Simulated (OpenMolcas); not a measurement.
Multiconfigurational calculation on Ar³⁺

Input:

```
&GATEWAY
Coord
1

Ar 0.0 0.0 0.0
Basis=ANO-R3
Group=XYZ
NoMove
AngMom=0.0 0.0 0.0
AMFI
&SEWARD
&RASSCF
FileOrb=start.orb
Symmetry=2
Spin=4
nActEl=3 0 1
Inactive=3 3
Ras2=0 3
Ras3=6 0
CIRoot=1 1 1
SDav=1
CIMx=300
Iter=120 100
PrWF=0.3
OrbListing=Nothing
MaxOrb=0
Thrs=2.0e-7 1.0e-1 5.0e-4
Atom
>>> COPY $Project.JobIph JOB001
&RASSCF
FileOrb=start.orb
Symmetry=2
Spin=2
nActEl=3 0 1
Inactive=3 3
Ras2=0 3
Ras3=6 0
CIRoot=8 8 1
SDav=8
CIMx=300
Iter=120 100
PrWF=0.3
OrbListing=Nothing
MaxOrb=0
Thrs=2.0e-7 1.0e-1 5.0e-4
Atom
>>> COPY $Project.JobIph JOB002
&RASSCF
FileOrb=start.orb
Symmetry=1
Spin=4
nActEl=3 0 1
Inactive=3 3
Ras2=0 3
Ras3=6 0
CIRoot=18 18 1
SDav=18
CIMx=300
Iter=120 100
PrWF=0.3
OrbListing=Nothing
MaxOrb=0
Thrs=2.0e-7 1.0e-1 5.0e-4
Atom
>>> COPY $Project.JobIph JOB003
&RASSCF
FileOrb=start.orb
Symmetry=1
Spin=2
nActEl=3 0 1
Inactive=3 3
Ras2=0 3
Ras3=6 0
CIRoot=54 54 1
SDav=54
CIMx=300
Iter=120 100
PrWF=0.3
OrbListing=Nothing
MaxOrb=0
Thrs=2.0e-7 1.0e-1 5.0e-4
Atom
>>> COPY $Project.JobIph JOB004
&RASSI
NrOfJobIphs=4 1 8 18 54
1
1 2 3 4 5 6 7 8
1 2 3 4 5 6 7 8 9 10 11 12 13 14 15 16 17 18
1 2 3 4 5 6 7 8 9 10 11 12 13 14 15 16 17 18 19 20 21 22 23 24 25 26 27
28 29 30 31 32 33 34 35 36 37 38 39 40 41 42 43 44 45 46 47 48 49 50 51
52 53 54
IphNames
JOB001
JOB002
JOB003
JOB004
EJob
SpinOrbit
DIPRint=1.0
SOCoupling=1000.0
Subsets=2
MEES
Property=10
'ANGMOM' 1 'ANGMOM' 2 'ANGMOM' 3 'MLTPL  1' 1 'MLTPL  1' 2 'MLTPL  1' 3
'AMFI' 1 'AMFI' 2 'AMFI' 3 'MLTPL  2' 6
SOProperty=3
'ANGMOM' 1 'ANGMOM' 2 'ANGMOM' 3
```

Launched by
```bash
OMP_NUM_THREADS=1 MOLCAS_MEM=1689 MOLCAS_PROJECT=a pymolcas a.inp > a.log  # once for each step of the input, in one work folder
```

A driver script runs the steps one by one and writes start.orb anew before each from the orbitals found so far.

Output, cut to the results:

```
--- SEWARD ---
Basis set label: AR.ANO-R...6S5P4D2F1G.

      Electronic valence basis set:
      ------------------
      Associated Effective Charge  18.000000 au
      Associated Actual Charge     18.000000 au
      Nuclear Model: Finite nucleus - Gaussian distribution
        Gaussian exponent, Xi/bohr**(-2):  3.57222E+08

      Shell  nPrim  nBasis  Cartesian Spherical Contaminant
         s      17       6        X
         p      12       5        X
         d       7       4                 X
         f       5       2                 X
         g       2       1                 X
                  Relativistic X2C integrals
                  Atomic mean-field integrals
--- RASSCF ---
Wave function specifications:
      -----------------------------

      Number of closed shell electrons          12
      Number of electrons in active shells       3
      Max number of holes in RAS1 space          0
      Max nr of electrons in RAS3 space          1
      Number of inactive orbitals                6
      Number of active orbitals                  9
      Number of secondary orbitals              49
      Spin quantum number                      1.5
      State symmetry                             2
Orbital specifications:
      -----------------------

      Symmetry species                           1   2
                                                ag  au
      Frozen orbitals                            0   0
      Inactive orbitals                          3   3
      Active orbitals                            6   3
      RAS1 orbitals                              0   0
      RAS2 orbitals                              0   3
      RAS3 orbitals                              6   0
      Secondary orbitals                        26  23
      Deleted orbitals                           0   0
      Number of basis functions                 35  29
      Number of CSFs                             1
      Number of root(s) required                 1
      Iter CI   SX   CI       RASSCF       Energy    max ROT     max BLB   max BLB  Level Ln srch  Step   QN
          iter iter root      energy       change     param      element    value   shift minimum  type update
 Nr of preliminary CI iterations:   1
 ###############################################################################
 ###############################################################################
 ###                                                                         ###
 ###                                                                         ###
 ###    WARNING: Problems in orbital optimization.                           ###
 ###                                                                         ###
 ###                                                                         ###
 ###############################################################################
 ###############################################################################
  Warning: In symmetry  1, orbital p=   4 has diagonal density matrix element D(p,p) close to zero. D(p,p)=  0.000000E+00
  Warning: In symmetry  1, orbital p=   5 has diagonal density matrix element D(p,p) close to zero. D(p,p)=  0.000000E+00
        ...
  Warning: In symmetry  1, orbital p=   7 has diagonal density matrix element D(p,p) close to zero. D(p,p)=  0.000000E+00
  Warning: In symmetry  1, orbital p=   8 has diagonal density matrix element D(p,p) close to zero. D(p,p)=  0.000000E+00
  Warning: In symmetry  1, orbital p=   9 has diagonal density matrix element D(p,p) close to zero. D(p,p)=  0.000000E+00
        4   1    2    1  -525.67919088    2.27E-13   1.19E-08    3  10 1 -9.08E-08   0.50   0.00    SX    NO
      Convergence after  4 iterations
        5   1    2    1  -525.67919088   -5.68E-13   1.19E-08    3  11 1 -4.93E-08   0.50   0.00    SX    NO
      Natural orbitals and occupation numbers for root  1
      sym 1:   0.000000   0.000000   0.000000   0.000000   0.000000   0.000000
      sym 2:   1.000000   1.000000   1.000000
::    RASSCF root number  1 Total energy:   -525.67919088
--- RASSCF ---
Wave function specifications:
      -----------------------------

      Number of closed shell electrons          12
      Number of electrons in active shells       3
      Max number of holes in RAS1 space          0
      Max nr of electrons in RAS3 space          1
      Number of inactive orbitals                6
      Number of active orbitals                  9
...
--- RASSI ---
SPIN-FREE ENERGIES:
  (Shifted by EMIN (a.u.) =       -525.6791908751)

 SF State       Relative EMIN(au)   Rel lowest level(eV)    D:o, cm**(-1)      L_eff

     1             0.0000000000        0.0000000000              0.0000         0.0
     2             0.1187284177        3.2307648327          26057.8757         2.0
     3             0.1187284177        3.2307648327          26057.8757         2.0
     4             0.1187284177        3.2307648327          26057.8757         2.0
     5             0.1187284177        3.2307648327          26057.8757         2.0
     6             0.1187284177        3.2307648327          26057.8757         2.0
     7             0.1973315417        5.3696647994          43309.2674         1.0
     8             0.1973315417        5.3696647994          43309.2674         1.0
     9             0.1973315417        5.3696647994          43309.2674         1.0
    10             0.8228569529       22.3910783693         180596.2264         3.0
    11             0.8228569529       22.3910783693         180596.2264         3.0
    12             0.8228569529       22.3910783693         180596.2264         3.0
    13             0.8228569529       22.3910783693         180596.2264         3.0
    14             0.8228569529       22.3910783693         180596.2264         3.0
    15             0.8228569529       22.3910783693         180596.2264         3.0
    16             0.8228569529       22.3910783693         180596.2264         3.0
    17             0.8575827152       23.3360145018         188217.6503         2.0
    18             0.8575827152       23.3360145018         188217.6503         2.0
    19             0.8575827152       23.3360145018         188217.6503         2.0
    20             0.8575827152       23.3360145018         188217.6503         2.0
    21             0.8575827152       23.3360145018         188217.6503         2.0
...
```

Levels above the lowest, from the spin-orbit matrix, grouped by J:

```json
{"Configuration": "3s² 3p³", "Term": "⁴S°", "J": "3/2", "E (eV)": "0.0000", "Measured (eV)": "0.0000", "Term weight %": "100", "Second": ""}
{"Configuration": "3s² 3p³", "Term": "²D°", "J": "3/2", "E (eV)": "3.2231", "Measured (eV)": "2.6149", "Term weight %": "99", "Second": ""}
{"Configuration": "3s² 3p³", "Term": "²D°", "J": "5/2", "E (eV)": "3.2344", "Measured (eV)": "2.6309", "Term weight %": "100", "Second": ""}
{"Configuration": "3s² 3p³", "Term": "²P°", "J": "1/2", "E (eV)": "5.3733", "Measured (eV)": "4.3214", "Term weight %": "100", "Second": ""}
{"Configuration": "3s² 3p³", "Term": "²P°", "J": "3/2", "E (eV)": "5.3883", "Measured (eV)": "4.3435", "Term weight %": "99", "Second": ""}
{"Configuration": "3s² 3p² 3d", "Term": "⁴F", "J": "3/2", "E (eV)": "22.2876", "Measured (eV)": "22.4018", "Term weight %": "100", "Second": ""}
{"Configuration": "3s² 3p² 3d", "Term": "⁴F", "J": "5/2", "E (eV)": "22.3301", "Measured (eV)": "22.4451", "Term weight %": "100", "Second": ""}
{"Configuration": "3s² 3p² 3d", "Term": "⁴F", "J": "7/2", "E (eV)": "22.3903", "Measured (eV)": "22.5073", "Term weight %": "100", "Second": ""}
{"Configuration": "3s² 3p² 3d", "Term": "⁴F", "J": "9/2", "E (eV)": "22.4686", "Measured (eV)": "22.5894", "Term weight %": "100", "Second": ""}
{"Configuration": "3s² 3p² 3d", "Term": "⁴D", "J": "1/2", "E (eV)": "23.2907", "Measured (eV)": "23.2211", "Term weight %": "99", "Second": ""}
{"Configuration": "3s² 3p² 3d", "Term": "⁴D", "J": "3/2", "E (eV)": "23.3064", "Measured (eV)": "23.2343", "Term weight %": "99", "Second": ""}
{"Configuration": "3s² 3p² 3d", "Term": "⁴D", "J": "5/2", "E (eV)": "23.3268", "Measured (eV)": "23.2869", "Term weight %": "96", "Second": "3 ²F(1)"}
{"Configuration": "3s² 3p² 3d", "Term": "⁴D", "J": "7/2", "E (eV)": "23.3470", "Measured (eV)": "23.4113", "Term weight %": "93", "Second": "7 ²F(1)"}
{"Configuration": "3s² 3p² 3d", "Term": "²F(1)", "J": "5/2", "E (eV)": "23.5680", "Measured (eV)": "", "Term weight %": "97", "Second": "3 ⁴D"}
{"Configuration": "3s² 3p² 3d", "Term": "²F(1)", "J": "7/2", "E (eV)": "23.7002", "Measured (eV)": "", "Term weight %": "93", "Second": "7 ⁴D"}
{"Configuration": "3s² 3p² 3d", "Term": "²P(1)", "J": "3/2", "E (eV)": "23.8661", "Measured (eV)": "", "Term weight %": "99", "Second": ""}
{"Configuration": "3s² 3p² 3d", "Term": "²P(1)", "J": "1/2", "E (eV)": "24.0159", "Measured (eV)": "", "Term weight %": "99", "Second": ""}
{"Configuration": "3s² 3p² 3d", "Term": "²G", "J": "7/2", "E (eV)": "26.3659", "Measured (eV)": "25.7590", "Term weight %": "100", "Second": ""}
{"Configuration": "3s² 3p² 3d", "Term": "²G", "J": "9/2", "E (eV)": "26.3768", "Measured (eV)": "25.7713", "Term weight %": "100", "Second": ""}
{"Configuration": "3s² 3p² 3d", "Term": "⁴P", "J": "5/2", "E (eV)": "26.8353", "Measured (eV)": "", "Term weight %": "99", "Second": ""}
{"Configuration": "3s² 3p² 3d", "Term": "⁴P", "J": "3/2", "E (eV)": "26.8924", "Measured (eV)": "", "Term weight %": "100", "Second": ""}
{"Configuration": "3s² 3p² 3d", "Term": "⁴P", "J": "1/2", "E (eV)": "26.9245", "Measured (eV)": "", "Term weight %": "100", "Second": ""}
{"Configuration": "3s² 3p² 3d", "Term": "²D(1)", "J": "3/2", "E (eV)": "27.7639", "Measured (eV)": "", "Term weight %": "100", "Second": ""}
{"Configuration": "3s² 3p² 3d", "Term": "²D(1)", "J": "5/2", "E (eV)": "27.7814", "Measured (eV)": "", "Term weight %": "99", "Second": ""}
```

Against the 14 measured excited levels shown (Saloman, J. Phys. Chem. Ref. Data 39, 033101 (2010)) the mean absolute deviation is 3000 cm-1; the largest miss in energy is 3s² 3p³ ²P°_1/2: computed 5.3733, measured 4.3214 eV (+24.3 %).

ANO sets are built for valence states and can reach diffuse excited orbitals poorly, and with the s shell closed the s pⁿ⁺¹ terms that mix with these levels are absent. With the s shell closed, the reference lacks s² → p² mixing. Computed and measured levels are paired by configuration, term and J; levels that our copy of the source lacks, or whose pairing is in doubt (as where it misses far off the trend of its configuration), stay unpaired and out of the deviations. Only configurations of the active space appear. The table shows the lowest 24 of 41 levels.

The term weight is that of the spin-free term in the level, not the purity of its configuration. A number in round brackets counts repeated terms of one configuration in the order of the reference energies. ° marks odd parity.
